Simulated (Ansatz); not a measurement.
C2H5O (SMILES [CH2]OC), doublet, geometry from GFN2-xTB; CAM-B3LYP/cc-pVDZ run with Ansatz (a first-principles code).

Input for Ansatz:
Ansatz 0.2 input:
```yaml
crystal:
  periodic: [false, false, false]
  atoms:
    - {symbol: C, position_ang: [0.03125258, 1.18191608, -0.33854728]}
    - {symbol: O, position_ang: [0.24457802, 0.10933479, 0.47247031]}
    - {symbol: C, position_ang: [-0.15594763, -1.13288175, -0.04057529]}
    - {symbol: H, position_ang: [0.25141382, 2.12178844, 0.12572380]}
    - {symbol: H, position_ang: [-0.68830879, 1.10700708, -1.13482660]}
    - {symbol: H, position_ang: [0.02617298, -1.87049463, 0.73935228]}
    - {symbol: H, position_ang: [-1.22049242, -1.13034851, -0.30195112]}
    - {symbol: H, position_ang: [0.42276052, -1.39683663, -0.93332548]}
basis:
  gaussian:
    orbitals: cc-pVDZ
hamiltonian:
  xc: cam_b3lyp
magnetization: {spin_polarized: true, initial_magnetization: 1}
```

It wrote (shortened):

```
Functional definition: CAM-B3LYP
604 factors; integrals over basis functions are off by at most 1.1e-3 eV
227 factors; integrals over basis functions are off by at most 1.2e-5 eV
mean field evaluation 1: about -4196.3726 eV, gradient 2.1e1 eV
mean field evaluation 2: about -4197.1648 eV, gradient 1.7e1 eV
mean field evaluation 4: about -4198.3202 eV, gradient 8.9e-1 eV
mean field evaluation 8: about -4198.4857 eV, gradient 8.7e-2 eV
mean field evaluation 16: about -4198.4858 eV, gradient 1.4e-4 eV
mean field -4198.48583064 eV, -154.2915084402 hartree, gradient 3.7e-5 eV, S^2 0.753279; 0 other end points of the search recorded, 0 dependent functions left out
reference -4198.48592103 eV, -154.2915117619 hartree; 13, 12 occupied and 54, 55 virtual orbitals, 604 factors
Total energy: -4198.48592103 eV, -154.2915117619 hartree
```
